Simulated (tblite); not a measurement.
Species: C4H16GeN2Si.
Bonds: C1–C2, C2–N3, N3–Si4, N3–N5, N5–Ge6, N5–C7, C7–C8. Hydrogens: H9, H10, H11 on C1; H12, H13 on C2; H14, H15, H16 on Si4; H17, H18, H19 on Ge6; H20, H21 on C7; H22, H23, H24 on C8.

Computed with GFN2-xTB (tblite), gas phase: L-BFGS steps from a force-field or distance-geometry start until the largest atomic force falls under 0.01 eV/Å.

Step 41: E = -713.7639 eV
```
atom  x, y, z in Å  |  force x, y, z in eV/Å
C1     -2.3043    0.3805   -1.2146   -0.033  -0.019  -0.028
C2     -1.1200    1.0538   -0.5283   -0.023   0.002  -0.006
N3     -0.4197    0.1962    0.4039    0.026  -0.006   0.003
Si4    -1.1375   -0.3641    1.8587    0.064   0.003   0.039
N5      0.7013   -0.4592   -0.1621    0.059   0.058   0.000
Ge6     0.6709   -2.2528   -0.5057    0.025   0.028  -0.009
C7      1.9551    0.1300    0.2890    0.028   0.045   0.017
C8      2.0842    1.5942   -0.1235   -0.003  -0.029  -0.011
H9     -1.9866   -0.5464   -1.6876    0.040   0.004  -0.025
H10    -3.0831    0.1487   -0.4932    0.004  -0.007   0.049
H11    -2.7181    1.0361   -1.9764   -0.010   0.017  -0.018
H12    -0.4043    1.3819   -1.2843    0.008  -0.031  -0.039
H13    -1.4657    1.9342    0.0203   -0.062   0.018   0.024
H14    -0.0291   -0.7028    2.7586   -0.019  -0.018  -0.033
H15    -1.9166    0.7648    2.3596   -0.014   0.032  -0.015
H16    -2.0042   -1.5435    1.6882   -0.015  -0.040   0.029
H17    -0.6635   -2.5435   -1.1087   -0.017  -0.034   0.015
H18     0.9007   -3.1655    0.6790   -0.023   0.008  -0.036
H19     1.7673   -2.4866   -1.5034   -0.014   0.019   0.030
H20     2.7629   -0.4535   -0.1677   -0.034   0.004   0.026
H21     2.0557    0.0575    1.3817   -0.032   0.001  -0.018
H22     1.2641    2.1728    0.2969    0.067  -0.013   0.006
H23     2.0545    1.6760   -1.2081    0.012   0.033   0.011
H24     3.0242    2.0110    0.2353   -0.037  -0.074  -0.010
```

Step 42: E = -713.7653 eV
```
atom  x, y, z in Å  |  force x, y, z in eV/Å
C1     -2.3059    0.3798   -1.2155   -0.029  -0.026  -0.026
C2     -1.1217    1.0560   -0.5298   -0.035   0.004  -0.022
N3     -0.4175    0.1995    0.4019   -0.011   0.020  -0.006
Si4    -1.1332   -0.3618    1.8576    0.020  -0.007   0.016
N5      0.7032   -0.4576   -0.1633    0.014   0.067  -0.010
Ge6     0.6696   -2.2508   -0.5038    0.018   0.000  -0.012
C7      1.9558    0.1292    0.2919    0.016   0.049   0.004
C8      2.0865    1.5924   -0.1223    0.016  -0.005  -0.012
H9     -1.9865   -0.5458   -1.6907    0.040   0.004  -0.015
H10    -3.0820    0.1452   -0.4917    0.010  -0.010   0.042
H11    -2.7265    1.0321   -1.9775    0.013   0.022   0.006
H12    -0.4087    1.3877   -1.2874    0.005  -0.037  -0.020
H13    -1.4723    1.9352    0.0194   -0.037  -0.004   0.018
H14    -0.0239   -0.7034    2.7525    0.002  -0.018  -0.011
H15    -1.9181    0.7618    2.3619    0.000   0.033  -0.019
H16    -1.9992   -1.5426    1.6855   -0.008  -0.034   0.030
H17    -0.6627   -2.5449   -1.1103   -0.016  -0.026   0.022
H18     0.8990   -3.1649    0.6807   -0.025   0.015  -0.039
H19     1.7649   -2.4859   -1.5010    0.003   0.015   0.020
H20     2.7634   -0.4557   -0.1632   -0.027   0.006   0.038
H21     2.0492    0.0564    1.3852   -0.009   0.008  -0.022
H22     1.2724    2.1762    0.3023    0.047  -0.028  -0.007
H23     2.0544    1.6743   -1.2073    0.002   0.027   0.030
H24     3.0282    2.0074    0.2326   -0.012  -0.074  -0.006
```

Step 43: E = -713.7664 eV
```
atom  x, y, z in Å  |  force x, y, z in eV/Å
C1     -2.3073    0.3786   -1.2169   -0.017  -0.021  -0.013
C2     -1.1229    1.0570   -0.5316   -0.035   0.003  -0.026
N3     -0.4158    0.2019    0.4006   -0.036   0.034  -0.010
Si4    -1.1293   -0.3600    1.8574   -0.023  -0.011  -0.009
N5      0.7052   -0.4556   -0.1638   -0.028   0.053  -0.022
Ge6     0.6689   -2.2492   -0.5033    0.002  -0.005  -0.015
C7      1.9565    0.1294    0.2949   -0.004   0.031  -0.007
C8      2.0872    1.5909   -0.1216    0.030   0.013  -0.008
H9     -1.9856   -0.5451   -1.6946    0.031   0.007  -0.006
H10    -3.0803    0.1420   -0.4899    0.014  -0.016   0.023
H11    -2.7314    1.0309   -1.9775    0.021   0.016   0.022
H12    -0.4112    1.3891   -1.2910   -0.002  -0.034   0.001
H13    -1.4766    1.9357    0.0178   -0.016  -0.024   0.005
H14    -0.0204   -0.7046    2.7491    0.023  -0.019   0.007
H15    -1.9173    0.7614    2.3632    0.012   0.027  -0.022
H16    -1.9956   -1.5420    1.6851    0.002  -0.021   0.031
H17    -0.6632   -2.5455   -1.1108   -0.009  -0.018   0.027
H18     0.8977   -3.1645    0.6799   -0.023   0.015  -0.033
H19     1.7623   -2.4843   -1.5006    0.020   0.011   0.009
H20     2.7641   -0.4569   -0.1575   -0.015   0.005   0.039
H21     2.0437    0.0564    1.3884    0.010   0.017  -0.014
H22     1.2779    2.1776    0.3070    0.022  -0.026  -0.011
H23     2.0516    1.6728   -1.2064   -0.002   0.021   0.031
H24     3.0301    2.0037    0.2296    0.024  -0.058   0.001
```

Q: Estimate the geometry and energy of step 44. (The exact step hangs on the optimiser's Hessian estimate; all steps are aligned on step 43, rigid shifts and turns removed.)

A: E = -713.7673 eV, largest force 0.069 eV/Å
```
atom  x, y, z in Å  |  force x, y, z in eV/Å
C1     -2.3084    0.3771   -1.2185   -0.001  -0.009   0.004
C2     -1.1241    1.0573   -0.5339   -0.024   0.000  -0.018
N3     -0.4150    0.2042    0.3995   -0.049   0.032  -0.010
Si4    -1.1263   -0.3585    1.8575   -0.049  -0.010  -0.024
N5      0.7066   -0.4534   -0.1643   -0.056   0.027  -0.027
Ge6     0.6684   -2.2481   -0.5036   -0.013   0.009  -0.017
C7      1.9567    0.1303    0.2980   -0.025   0.004  -0.015
C8      2.0876    1.5897   -0.1209    0.035   0.021   0.000
H9     -1.9841   -0.5443   -1.6993    0.017   0.009   0.002
H10    -3.0780    0.1387   -0.4880    0.016  -0.024  -0.001
H11    -2.7348    1.0310   -1.9767    0.018   0.005   0.030
H12    -0.4128    1.3883   -1.2946   -0.011  -0.027   0.016
H13    -1.4798    1.9357    0.0156   -0.002  -0.033  -0.009
H14    -0.0172   -0.7060    2.7469    0.031  -0.016   0.014
H15    -1.9153    0.7627    2.3640    0.021   0.018  -0.025
H16    -1.9932   -1.5416    1.6868    0.010  -0.008   0.031
H17    -0.6640   -2.5458   -1.1104   -0.005  -0.011   0.029
H18     0.8967   -3.1649    0.6775   -0.019   0.012  -0.024
H19     1.7599   -2.4821   -1.5018    0.032   0.007   0.000
H20     2.7648   -0.4576   -0.1505   -0.004   0.000   0.031
H21     2.0390    0.0573    1.3914    0.018   0.025  -0.004
H22     1.2823    2.1780    0.3113    0.000  -0.014  -0.007
H23     2.0474    1.6717   -1.2051   -0.001   0.017   0.019
H24     3.0319    1.9998    0.2264    0.059  -0.036   0.007
```

The energy changes by -0.0009 eV. The first-order estimate −F·Δx gives -0.0012 eV and the mean of the old and new forces, exact on a quadratic surface, -0.0009 eV. The step makes an angle of 69° with the force vector and moves no atom by more than 0.007 Å.

The cost below is that of the whole relaxation. On Arm Neoverse V1, one thread, shared host with 32 logical CPUs at a one-minute load of 13, this took 1.4 s.
